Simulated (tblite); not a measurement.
Species: C₇H₁₄Ge.
Cartesian coordinates in Å at the GFN2-xTB level; atoms count from 1:
```xyz
22
C7H14Ge angstrom
C     -1.7358    1.6826   -1.8932
C     -1.0420    1.3433   -0.8203
C     -1.2460    0.0986   -0.0466
Ge    -1.4408    0.5061    1.9192
C      0.4516   -0.0317    1.6493
C      0.0590   -0.6665    0.3004
C      1.1335   -0.6368   -0.7798
C      2.3300   -1.5104   -0.4197
H     -2.5009    1.0390   -2.2969
H     -1.5720    2.6118   -2.4123
H     -0.2799    2.0137   -0.4390
H     -1.9858   -0.5317   -0.5415
H     -1.7729    1.9128    2.3686
H     -2.2938   -0.4386    2.7354
H      1.0968    0.8342    1.5012
H      0.9464   -0.7116    2.3389
H     -0.2158   -1.7116    0.4804
H      1.4702    0.3904   -0.9355
H      0.6967   -0.9857   -1.7195
H      3.0716   -1.4861   -1.2151
H      2.0203   -2.5432   -0.2719
H      2.7991   -1.1590    0.4967
```

Computed values, GFN2-xTB/tblite, gas phase, harmonic and unscaled. The method is semi-empirical: single wavenumbers can be off by several per cent or more. Modes of hydrogen on germanium can be 10 to 20 % off. One conformer, not necessarily the lowest.

Harmonic wavenumbers (cm⁻¹): 66.6, 83.4, 91.1, 147.7, 202.7, 222.2, 272.0, 309.6, 351.3, 385.9, 416.5, 481.7, 500.4, 542.1, 605.1, 676.2, 714.6, 784.8, 804.9, 827.2, 848.6, 879.6, 942.7, 990.8, 1009.7, 1014.7, 1038.0, 1068.7, 1084.2, 1119.7, 1150.3, 1177.7, 1187.7, 1246.8, 1256.5, 1281.7, 1307.3, 1317.8, 1355.9, 1414.4, 1420.4, 1453.9, 1493.7, 1506.1, 1508.1, 1700.9, 1854.9, 1949.2, 2914.1, 2954.9, 2961.3, 2971.8, 2981.6, 2996.7, 3022.6, 3026.3, 3031.2, 3037.5, 3092.6, 3118.8.

A = 1668, B = 1072, C = 704.0 MHz; mass 172.031 u (most abundant isotopes); point group C1, symmetry number 1.

Q: Zero-point energy?

A: Half the sum of the wavenumbers: 40088 cm⁻¹ = 479.55 kJ/mol.

Q: Give the ideal-gas entropy at 350 K and 1 bar in the rigid-rotor, harmonic-oscillator model (classical rotation).

A: Translation 176.39, rotation 127.20, vibration 147.91: S = 451.5 J/(mol K).

Q: And Cp and H(350 K) − H(0)?

A: Cp = 200.06 J/(mol K), of which vibrations give 166.80 (their classical limit is 60 R = 498.9); H(350 K) − H(0) = 39.88 kJ/mol without the zero-point energy, 28.24 from vibrations.

Q: How do the functions run with temperature in this model?

A: 
```csv
T (K),S (J/(mol K)),Cp (J/(mol K)),H − H(0) (kJ/mol),G − H(0) (kJ/mol),ln q(vib)
150,330.0,101.8,9.83,-39.67,2.69
250,393.1,149.8,22.38,-75.89,5.34
298.15,421.6,174.2,30.18,-95.51,6.65
400,479.8,223.9,50.49,-141.43,9.48
600,586.2,301.7,103.51,-248.22,15.09
900,724.1,377.1,206.29,-445.40,23.23
```

q(vib) and H(0) count from the zero-point level.

Q: Blend soft modes into free rotors: weight 1/[1 + (100 cm⁻¹/ν̃)⁴] for the oscillator and the rest for a rotor with moment μB/(μ + B), μ = h/(8π²ν), B = 10⁻⁴⁴ kg m². What vibrational entropy results?

A: 138.94 J/(mol K) in place of 147.91, which changes −T·S at 350 K by +3.14 kJ/mol.

Q: Which modes carry the vibrational entropy at 350 K?

A: 66.6 cm⁻¹: 19.11; 83.4 cm⁻¹: 17.26; 91.1 cm⁻¹: 16.53; 147.7 cm⁻¹: 12.59; 202.7 cm⁻¹: 10.07; 222.2 cm⁻¹: 9.35 J/(mol K); the other 54 give 63.01 together.

Hindered rotation and anharmonicity are outside this model. Other conformers, if any are populated, would add a mixing term that is left out. The structure is chiral; the term R ln 2 for an equal mix with its mirror image is left out.
